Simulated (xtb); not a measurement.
C₂H₆N₂Si₂, SMILES C1=NC=N[SiH2][SiH2]1. All values are semi-empirical tight-binding results from xtb (GFN2-xTB unless named), good for trends rather than for accurate numbers. Coordinates come from a GFN2-xTB optimisation. The structure was generated by enumeration, and PubChem lists no compound with its InChIKey, so it may never have been made.

Optimised geometry:

```xyz
12

C      0.5381     1.5057    -0.3764
N      1.5367     0.8821     0.0987
C      1.5956    -0.3073     0.7171
N      0.8971    -1.3372     0.4293
Si    -0.6816    -1.3035    -0.2476
Si    -1.2641     0.9491    -0.1262
H      0.7967     2.2565    -1.1204
H      2.4513    -0.4152     1.3825
H     -0.6850    -1.9120    -1.5794
H     -1.4499    -2.0831     0.7235
H     -2.0235     1.7141    -1.1174
H     -1.6885     1.3957     1.2042
```
Charge 0, spin multiplicity 1.

```json
{
 "orbital_gap": "1.44 eV",
 "dipole_moment": "2.19 D",
 "zero_point_energy": "45.9 kcal/mol",
 "G − E(el) at 298.15 K (modified RRHO)": "26.4 kcal/mol",
 "static polarisability (D4 model)": "90.7 bohr³",
 "solvation energy, GFN2-xTB/ALPB(water)": "-2.6 kcal/mol",
 "solvation energy, GFN2-xTB/ALPB(toluene)": "-3.5 kcal/mol"
}
```

Task: Give the atomic charges and the Wiberg bond orders between heavy atoms. (An estimate is asked for; the answer gives what the named calculation found.)

Result: charges (e) C1 -0.04, N2 -0.20, C3 0.14, N4 -0.35, Si5 0.41, Si6 0.36, H7 0.04, H8 0.04, H9 -0.10, H10 -0.10, H11 -0.11, H12 -0.09. Bond orders C1–N2 1.81, N2–C3 1.27, C3–N4 1.68, N4–Si5 1.17, C1–Si6 0.87, Si5–Si6 0.78.
